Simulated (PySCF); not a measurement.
Computed shifts of a molecule C4H4F2O2, KT2/pcSseg-1 run with PySCF, GIAO, gas phase, equivalent atoms averaged, in ppm (number of nuclei): ¹³C: 138.9 (1), 136.4 (1), 122.3 (1), 13.3 (1). ¹⁹F: -94.9 (2). ¹H: 6.54 (1), 2.31 (3). References: ¹³C against TMS (σ = 185.1 ppm); ¹⁷O against H2O (σ = 330.4 ppm); ¹⁹F against CFCl3 (σ = 127.1 ppm); ¹H against TMS (σ = 31.47 ppm), references at their B3LYP-D3(BJ)/def2-TZVP geometries, non-relativistic. Coordinates come from a PBE0-D3(BJ)/def2-SVP optimisation. Other conformers were not sampled.

Q: Pick the molecule that these values belong to.
A) CC1=COC(F)(F)O1
B) CC(=O)OC=C(F)F
C) OC[C@H]1OC(F)=C1F
D) C=COC(F)(F)C=O

A: A, CC1=COC(F)(F)O1
